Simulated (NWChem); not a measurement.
Species: CF2I, doublet; SMILES I[C](F)F

All runs: NWChem. Spin-unrestricted. In the optimisation the excess spin sits in a' (Cs, its own frame). No stability test was run on the SCF state. def2 effective core potentials on I; no spin-orbit coupling. Each level has its own optimisation; frequencies are unscaled.

For level BLYP/def2-SVP:

| Quantity | Value |
|---|---|
| r C–I (Å) | 2.213 |
| highest harmonic frequency (cm⁻¹) | 1176 |
| lowest (cm⁻¹) | 229 |

Problem. What are these values for level PBE0/def2-SVP?

Solution. 
| Property | Value |
|---|---|
| r C–I (Å) | 2.136 |
| highest harmonic frequency (cm⁻¹) | 1298 |
| lowest (cm⁻¹) | 270 |
